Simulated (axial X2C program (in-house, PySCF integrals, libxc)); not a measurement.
**Spin–orbit effects down a group: molecules with B (ions), HF**

All values come from calculations with an in-house relativistic program for diatomic molecules, spin-free (one-electron X2C) or two-component (2c: spin–orbit coupling with atomic mean-field Coulomb and Gaunt terms, which also bring small scalar terms), in Dyall basis sets with cores contracted in-house; open shells are unrestricted.

Basis sets: B dyall-v3z, O dyall-av3z, S dyall-av3z, Se dyall-cv3z, Te dyall-cv3z.

```tsv
molecule	spin-free state	Re (Å)	ωe (cm⁻¹)	De (eV)	2c state	Re 2c (Å)	ωe 2c (cm⁻¹)	De 2c (eV)
BO⁺	M_S = 1, Λ = 1	1.286	1583.9	2.19	Ω = 2	1.286	1584.0	2.20
BS⁺	M_S = 1, Λ = 1	1.699	999.1	2.16	Ω = 2	1.699	998.7	2.17
BSe⁺	M_S = 1, Λ = 1	1.838	793.0	1.90	Ω = 2	1.838	790.2	n/a
BTe⁺	M_S = 1, Λ = 1	2.071	616.2	1.39	Ω = 2	2.076	597.0	1.55
```

Problem. Work out the shifts from the spin-free to the two-component result.

Solution. 

| molecule | 2c state | ΔRe (Å) | Δωe (cm⁻¹) | ΔDe (eV) |
| --- | --- | --- | --- | --- |
| BO⁺ | Ω = 2 | 0.000 | 0.1 | 0.01 |
| BS⁺ | Ω = 2 | 0.000 | -0.4 | 0.01 |
| BSe⁺ | Ω = 2 | 0.000 | -2.8 | n/a |
| BTe⁺ | Ω = 2 | 0.005 | -19.2 | 0.16 |

Shifts of one unit in the last digit are rounding.

Fragments in 2c: O + B+, S + B+, Se + B+, Te+ + B. Each entry is the lowest single determinant of a limited PBE0 search at one distance. De goes to single-determinant-based atoms at the same level (for ions the charge split of lowest energy) and is withheld (n/a) where an atom does not fit its ground term or J level. Main or longest-lived isotopes. One determinant is a doubtful description, or other states lie close, for BO⁺, BS⁺, BSe⁺, BTe⁺; these need not be ground states, and all values refer to the states named. Some open-shell Ω = 0 determinants are out of reach, so the Ω given for BO⁺, BS⁺, BSe⁺, BTe⁺ need not be the lowest component. With several unpaired electrons the Ω given is that of one determinant, not necessarily of the lowest component. Some light 2c atoms are not at their ground J level, so De misses part of their lowering (0.04 eV or less).
